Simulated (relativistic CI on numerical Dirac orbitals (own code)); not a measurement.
## Cr+ in a cubic cluster: 2p photoemission with charge transfer

Computed with a charge-transfer multiplet model of a cubic metal-ligand cluster with up to one ligand hole, Slater and spin-orbit integrals from Dirac-Coulomb-Breit ions, Slater integrals scaled by 0.8. The ground state mixes d5 with configurations of k ligand holes L, whose averages lie at kΔ + k(k − 1)U_dd/2; a core hole lowers each added d electron by U_cd. 300 K, Lorentzian 0.6 eV and Gaussian 0.8 eV FWHM.

Atomic integrals in eV (Slater integrals scaled, ζ unscaled), ground: F2dd 6.636, F4dd 4.082, zeta_d 0.022; with the core hole: F2dd 8.366, F4dd 5.204, zeta_d 0.040, zeta_core 5.624, F2cd 4.703, G1cd 3.430, G3cd 1.946.

Cluster parameters (eV): Δ = 8.2, U_dd = 5.3, U_cd = 5.9, 10Dq(ligand) = 0.8, V(eg) = 2.25, V(t2g) = -1.01, final-state hopping factor = 0.8.

| Case | n_d | d5 | d6L | S |
| --- | --- | --- | --- | --- |
| 10Dq = 0.55 eV | 5.10 | 0.90 | 0.10 | 2.50 |
| 10Dq = 1.15 eV | 5.10 | 0.90 | 0.10 | 2.50 |
| 10Dq = 1.45 eV | 5.09 | 0.91 | 0.09 | 2.50 |

Weights, n_d and S are thermal averages at 300 K. Binding energies count from the first peak over 30 % of the highest in each spectrum, which can be another peak from case to case. The parameters are a model scan and need not match a compound or its usual spin state. Peaks in eV (height, largest 100):
- 10Dq = 0.55 eV: 0.0 (100), 0.7 (92), 4.5 (18), 7.3 (10), 10.6 (54)
- 10Dq = 1.15 eV: 0.0 (100), 0.7 (92), 4.5 (17), 10.6 (52)
- 10Dq = 1.45 eV: 0.0 (100), 4.5 (16), 10.6 (51)

Curve for 10Dq = 0.55 eV (points under 2 left out, the grid thinned):

```csv
E (eV),Intensity
-3.5,2.0
-3.1,2.5
-2.6,3.5
-2.2,4.8
-1.8,7.2
-1.4,12.6
-0.9,34.0
-0.5,72.9
-0.1,99.8
0.4,92.1
0.8,92.1
1.2,83.4
1.7,64.6
2.1,45.6
2.5,28.5
2.9,18.0
3.4,13.4
3.8,14.1
4.2,16.6
4.7,17.2
5.1,14.5
5.5,12.0
6.0,9.6
6.4,8.9
6.8,9.5
7.2,10.2
7.7,9.9
8.1,10.5
8.5,13.3
9.0,24.6
9.4,41.2
9.8,50.9
10.2,51.7
10.7,53.5
11.1,41.6
11.5,24.2
12.0,12.1
12.4,8.8
12.8,7.9
13.3,7.2
13.7,5.7
14.1,4.1
14.5,3.2
15.0,2.5
15.4,2.1
```

For the case 10Dq = 1.15 eV, Δ = 8.2 eV is larger than U_dd = 5.3 eV, the Mott-Hubbard side of the Zaanen-Sawatzky-Allen scheme. With the core hole the average of the configuration with one ligand hole lies at Δ − U_cd = 2.3 eV before mixing: the effective hopping of about 2.9 eV (from the holes of the mixed ground state) is comparable with this gap or larger, so the configurations mix strongly.
